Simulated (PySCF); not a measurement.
## Converging RbH in the basis (CCSD(T))

PySCF, RHF reference; singlet, unpaired electrons none; De to Rb + H without counterpoise correction. Frozen cores follow the default of each basis and core potential.

```tsv
basis	relativity	functions	Re (Å)	ωe (cm⁻¹)	De (eV)	frozen orbitals
def2-SVP	scalar-relativistic core potentials	29	2.430	912	1.36	0
def2-SVPD	scalar-relativistic core potentials	35	2.446	902	1.56	0
def2-TZVP	scalar-relativistic core potentials	39	2.431	895	1.39	0
x2c-SVPall	spin-free X2C	55	2.358	899	1.49	9
```

(1) How does each smaller set differ from the one with most functions, x2c-SVPall?

Measured (Huber and Herzberg, Constants of Diatomic Molecules (1979)): Re = 2.367 Å, ωe = 936.94 cm⁻¹. Correlated steps freeze the inner cores (0 to 9 orbitals); shallow outer-core shells are correlated. Correlated levels converge slowly with the basis: in double zeta they bind strong bonds too weakly, by up to about 1 eV, and carry superposition errors of some tenths. Where the molecule has an RHF reference, its open-shell atoms are computed with UHF. The CCSD T1 diagnostic is raised in RbH, a sign that a single reference may not be enough there.

## Answers

(1) def2-SVP: +7.2 pm, +1.4 % in ωe, -0.13 eV in De; def2-SVPD: +8.8 pm, +0.3 % in ωe, +0.07 eV in De; def2-TZVP: +7.3 pm, -0.4 % in ωe, -0.10 eV in De. All at CCSD(T); the set with most functions is neither the basis-set limit nor always the best. The rows treat relativity differently, so the differences are not basis effects alone.
